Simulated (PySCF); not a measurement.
## Exercise with solution: refractive index and permittivity of the vapour

Mn(OH)3 (H₃MnO₃), SMILES [OH][Mn]([OH])[OH] (connectivity only; charge and spin as stated), neutral, multiplicity 5.

Geometry optimised at PBE0-D3(BJ)/def2-SVP. The spin state was assumed, not searched. One conformer was computed; it need not be the lowest.

PBE/def2-TZVPD (PySCF) gives a mean static polarisability of 51.1 bohr³ and a dipole moment of 1.47 D. Take an ideal gas at 298.15 K and 0.1 bar, whether or not the substance is that volatile.

Task: Work out n − 1 in the optical limit and the static ε − 1.

Result: 
Polarisability volume α' = 51.1 × 0.148185 = 7.57 Å³. Number density N = p/kT = 2.43e-6 Å⁻³.
Dilute limit of Lorentz–Lorenz: n − 1 = 2π N α' = 0.00012.
Orientation term of Debye: μ²/(3kT) = 8.098 Å³ × μ²(D²) = 17.50 Å³.
ε − 1 = 4π N (α' + μ²/3kT) = 0.00077. Orientation of the dipole supplies 70 % of the static response; it can't follow optical fields. Vibrational polarisation and dispersion are left out.
